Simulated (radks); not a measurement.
Task: Radial electron density D(r) = 4 pi r^2 rho(r) of an atom or ion with 59 electrons. Calculated with a radial shooting solver on a logarithmic mesh with Libxc functionals: non-relativistic Kohn-Sham, PBE, spin-polarised, spherical densities, point nucleus.

```
   r/bohr * D(r) (the largest magnitude, 108, reaches the edge; | marks zero)
 0.001628 | *
  0.00188 |  *
 0.002171 |   *
 0.002507 |    *
 0.002872 |      *
 0.003317 |       *
 0.003831 |         *
 0.004424 |            *
  0.00511 |               *
 0.005901 |                  *
 0.006761 |                     *
 0.007808 |                         *
 0.009017 |                             *
  0.01041 |                                *
  0.01203 |                                    *
  0.01389 |                                      *
  0.01591 |                                       *
  0.01838 |                                        *
  0.02122 |                                       *
  0.02451 |                                     *
  0.02831 |                                    *
  0.03243 |                                    *
  0.03745 |                                     *
  0.04326 |                                        *
  0.04996 |                                            *
  0.05769 |                                                 *
  0.06663 |                                                     *
  0.07633 |                                                      *
  0.08816 |                                                    *
   0.1018 |                                               *
   0.1176 |                                           *
   0.1358 |                                          *
   0.1568 |                                            *
   0.1797 |                                               *
   0.2075 |                                               *
   0.2396 |                                          *
   0.2768 |                                 *
   0.3196 |                        *
   0.3662 |                   *
   0.4229 |                    *
   0.4884 |                      *
    0.564 |                       *
   0.6514 |                    *
   0.7523 |              *
   0.8619 |          *
   0.9954 |      *
     1.15 |     *
    1.328 |    *
    1.533 |   *
    1.771 |  *
    2.029 | *
    2.343 |*
    2.706 *
    3.125 *
    3.609 *
    4.168 *
    4.775 *
```

What is the nuclear charge?

Result: Z = 63. The innermost maximum, from 1s, lies near 1/Z = 0.0159 bohr (found: 0.0178), and its height grows with Z. The density is that of the europium ion Eu4+ in [Kr] 4d10 4f5.5 5s2 5p5.5; the configuration itself is not fixed sharply by these data, and Z only to a few units. D(r) has 4 maxima, at r = 0.0178, 0.0739, 0.196, 0.538 bohr, and minima at 0.0322, 0.133, 0.387 bohr, inside which lie 1.98, 11.38, 29.32 electrons.
